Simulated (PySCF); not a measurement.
## Electronic structure of Mg (magnesium, neutral) at the UHF level

Configuration: [Ne] 3s1 3d1, high-spin 3D determinant (an excited configuration). All numbers are calculated (PySCF 2.14, no relativity, point nucleus, in aug-cc-pVTZ with one added diffuse shell each of s, p, d, f type (7s6p4d3f, 66 functions)).

* Total energy: -199.428232 hartree
* One-electron energy: -277.1600 hartree
* Hartree (Coulomb) energy: 93.6488 hartree
* Exchange energy: -15.9170 hartree
* Kinetic energy: 199.41796 hartree
* ⟨S²⟩: 2.0001
* ⟨L²⟩: 6.000
* Sum of ⟨r⟩: 17.42 bohr
* Sum of ⟨r²⟩: 101.4 bohr²
* Traceless quadrupole moment −½Σ⟨3z² − r²⟩ along its main axis: 24.9 e·bohr²
* Density at the nucleus (Gaussians lack the cusp): 1070 bohr⁻³
* Spin density at the nucleus: 1.69 bohr⁻³
* Langevin diamagnetic susceptibility: -80.3 ×10⁻⁶ cm³/mol

```
shell  electrons  mean orbital energy (eV)  spread (eV)  rms radius, mean of both spins (bohr)
 1s α          1                   -1339.7            0                                  0.152
 1s β          1                   -1339.5            0                                  0.152
 2s α          1                   -107.92            0                                  0.756
 2s β          1                   -107.47            0                                  0.756
 2p α          3                   -67.422        0.008                                  0.771
 2p β          3                   -67.269        0.009                                  0.771
 3s α          1                   -11.259            0                                   3.09
 3d α          1                    -1.573            0                                   9.34
```

The outer electron is Rydberg-like, and this basis confines it to a smaller radius and binds it less than a complete one would.

Spin-orbit constants ζ (cm⁻¹) from the X2C one-electron operator on these orbitals (non-relativistic here): bare nucleus, nucleus screened by l(l+1)(2l+1)/3 electrons, and screened by the Breit-Pauli mean field of the electrons.

```json
{"shell": "2p", "bare": "1732", "screened nucleus": "1444", "mean field": "1312"}
{"shell": "3d", "bare": "0.3178", "screened nucleus": "0.05297", "mean field": "0.01864"}
```

To first order the Landé constant is A = 0.009318 cm⁻¹, so the lowest level has J = 1 and lies 3.47e-06 eV below the centre of the term. This holds in LS coupling only.
